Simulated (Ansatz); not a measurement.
Geometry optimisation, Ansatz, DFT PBE, scalar-relativistic, plane waves, PAW.

Input:

```yaml
crystal:
  lattice:
    - [-2.29, -3.966396, 0.0]
    - [3.435, -1.983198, 0.0]
    - [0.0, 0.0, 7.17686]
  atoms:
    - { symbol: Be, position: [0.75, 0.5, 0.0] }
    - { symbol: Be, position: [0.5, 0.3333333, 0.25] }
    - { symbol: Be, position: [0.75, 0.5, 0.5] }
    - { symbol: Be, position: [0.5, 0.3333333, 0.75] }
    - { symbol: Be, position: [0.5, 0.0, 0.0] }
    - { symbol: Be, position: [0.25, 0.8333333, 0.25] }
    - { symbol: Be, position: [0.5, 0.0, 0.5] }
    - { symbol: Be, position: [0.25, 0.8333333, 0.75] }
    - { symbol: Be, position: [0.25, 0.5, 0.0] }
    - { symbol: Be, position: [0.0, 0.3333333, 0.25] }
    - { symbol: Be, position: [0.25, 0.5, 0.5] }
    - { symbol: Be, position: [0.0, 0.3333333, 0.75] }
    - { symbol: Be, position: [0.0, 0.0, 0.0] }
    - { symbol: Be, position: [0.75, 0.8333333, 0.25] }
    - { symbol: Be, position: [0.0, 0.0, 0.5] }
    - { symbol: Be, position: [0.75, 0.8333333, 0.75] }
    - { symbol: F, position: [0.0060579, 0.6488753, 0.633107] }
basis:
  ecutwfc: 420.0
kpoints:
  mp_grid: { grid: [4, 4, 3] }
hamiltonian:
  xc: pbe
scf:
  occupations: { method: gaussian, width: 0.1 }
  lower_state_search: "off"
relax:
  f_tol: 0.03
  max_steps: 60
  adjacent_minimum: "off"
output:
  write_density: true
  write_potential: true
  elf: true
  volumetric_format: npy
```

Command:

```bash
$ ansatz run input.yaml --threads 1 --pin off --max-ram 3072MiB --backend cpu --events-out ev --progress --plain --runs-dir out
```

Task: Where does it end, and by what steps?

Result: The run converged. Limits of this set-up: coarse k mesh, odd electron count without spin. After 14 steps the energy has fallen by 3.400 eV; F17 moved furthest, 1.25 Å. Parted: Be3–F17, Be15–F17, Be16–F17. Joined: Be4–F17.

| step | energy less start (eV) | largest force component (eV/Å) | accepted |
| --- | --- | --- | --- |
| 0 | 0.0000 | 3.423 | yes |
| 1 | -1.5597 | 1.967 | yes |
| 2 | -2.5165 | 0.182 | yes |
| 3 | -2.5152 | 0.558 | no |
| 4 | -2.5801 | 0.363 | yes |
| 5 | -2.6372 | 0.494 | yes |
| 6 | -2.7493 | 0.510 | yes |
| 7 | -2.9389 | 0.322 | yes |
| 8 | -2.9832 | 0.256 | yes |
| 9 | -3.0319 | 0.590 | yes |
| 10 | -3.1270 | 0.822 | yes |
| 11 | -3.1919 | 1.506 | yes |
| 12 | -3.3921 | 0.115 | yes |
| 13 | -3.3998 | 0.041 | yes |
| 14 | -3.4004 | 0.006 | yes |

```xyz
17
Lattice="-2.2900 -3.9664 0.0000 3.4350 -1.9832 0.0000 0.0000 0.0000 7.1769" Properties=species:S:1:pos:R:3
Be 0.061 -3.926 -0.007
Be 0.016 -2.631 1.760
Be 0.060 -3.925 3.485
Be -0.138 -2.697 5.411
Be -1.080 -1.939 -0.004
Be 2.413 -2.640 1.773
Be -1.082 -1.960 3.507
Be 2.585 -2.738 5.448
Be 1.197 -1.937 0.163
Be 1.206 -0.568 1.760
Be 1.200 -1.939 3.310
Be 1.188 -0.402 5.412
Be 0.060 0.035 -0.004
Be 1.179 -4.572 1.733
Be 0.077 0.048 3.508
Be 1.168 -4.564 5.342
F 1.266 -1.977 5.008
```

Run time: 2.6 min on 1 thread of Arm Neoverse V1 (shared host), peak memory 0.39 GiB.
